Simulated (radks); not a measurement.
Task: Radial electron density D(r) = 4 pi r^2 rho(r) of an atom or ion with 40.25 electrons. Calculated with a radial shooting solver on a logarithmic mesh with Libxc functionals: scalar-relativistic Kohn-Sham, r2SCAN, spin-polarised, spherical densities, finite nucleus; meta-GGA in the generalised Kohn-Sham scheme; Fermi nuclear charge, rms radius of each element as measured or else 0.836 A^(1/3) + 0.57 fm.

| r (bohr) | D(r) (e/bohr) | spin D(r) |
|---|---|---|
| 0.001267 | 1.624 | 0.00000298 |
| 0.001452 | 2.065 | 0.00000388 |
| 0.00165 | 2.583 | 0.00000498 |
| 0.001875 | 3.224 | 0.00000643 |
| 0.002148 | 4.067 | 0.00000849 |
| 0.002442 | 5.044 | 0.0000111 |
| 0.002775 | 6.234 | 0.0000146 |
| 0.003179 | 7.772 | 0.0000199 |
| 0.003613 | 9.518 | 0.0000268 |
| 0.004107 | 11.59 | 0.0000366 |
| 0.004668 | 14.04 | 0.0000506 |
| 0.005348 | 17.07 | 0.0000726 |
| 0.006078 | 20.36 | 0.000103 |
| 0.006908 | 24.06 | 0.000149 |
| 0.007914 | 28.43 | 0.000222 |
| 0.008995 | 32.86 | 0.000326 |
| 0.01022 | 37.50 | 0.000482 |
| 0.01171 | 42.46 | 0.000733 |
| 0.01331 | 46.92 | 0.00109 |
| 0.01513 | 50.92 | 0.00161 |
| 0.01733 | 54.33 | 0.00242 |
| 0.0197 | 56.46 | 0.00353 |
| 0.02239 | 57.34 | 0.00509 |
| 0.02565 | 56.87 | 0.00738 |
| 0.02916 | 55.26 | 0.0103 |
| 0.03314 | 52.96 | 0.0140 |
| 0.03796 | 50.48 | 0.0189 |
| 0.04315 | 49.00 | 0.0243 |
| 0.04904 | 49.13 | 0.0300 |
| 0.05618 | 51.61 | 0.0358 |
| 0.06386 | 56.08 | 0.0398 |
| 0.07258 | 61.85 | 0.0412 |
| 0.08249 | 67.48 | 0.0388 |
| 0.0945 | 71.37 | 0.0316 |
| 0.1074 | 71.54 | 0.0212 |
| 0.1221 | 67.84 | 0.0100 |
| 0.1399 | 60.73 | 0.00222 |
| 0.159 | 53.38 | 0.00411 |
| 0.1807 | 48.12 | 0.0185 |
| 0.207 | 46.86 | 0.0463 |
| 0.2352 | 49.67 | 0.0767 |
| 0.2674 | 54.03 | 0.0975 |
| 0.3063 | 56.56 | 0.0960 |
| 0.3482 | 54.15 | 0.0692 |
| 0.3957 | 46.67 | 0.0293 |
| 0.4533 | 35.38 | -0.00130 |
| 0.5152 | 25.00 | 0.00772 |
| 0.5856 | 17.66 | 0.0661 |
| 0.6709 | 14.17 | 0.168 |
| 0.7625 | 13.84 | 0.268 |
| 0.8667 | 14.37 | 0.333 |
| 0.9929 | 14.02 | 0.331 |
| 1.128 | 12.24 | 0.273 |
| 1.283 | 9.484 | 0.188 |
| 1.458 | 6.513 | 0.106 |
| 1.67 | 3.834 | 0.0448 |
| 1.898 | 2.055 | 0.0137 |
| 2.157 | 0.9694 | 0.00137 |
| 2.472 | 0.3734 | -0.00149 |
| 2.809 | 0.1284 | -0.00111 |
| 3.193 | 0.03644 | -0.000470 |
| 3.658 | 0.007468 | -0.000127 |
| 4.157 | 0.001285 | -0.0000268 |

What is the nuclear charge?

Result: Z = 45. The innermost maximum, from 1s, lies near gamma/Z bohr with gamma = sqrt(1 - (Z/c)^2) = 0.945, here 0.021 bohr (found: 0.0229), and its height grows with Z. The density is that of the rhodium ion Rh4.75+ in [Ar] 3d10 4s2 4d(up 3, down 3) 4p(up 2.25, down 2); the configuration itself is not fixed sharply by these data, and Z only to a few units. D(r) has 4 maxima, at r = 0.0229, 0.102, 0.309, 0.902 bohr, and minima at 0.0456, 0.200, 0.727 bohr, inside which lie 2.02, 11.16, 29.20 electrons.
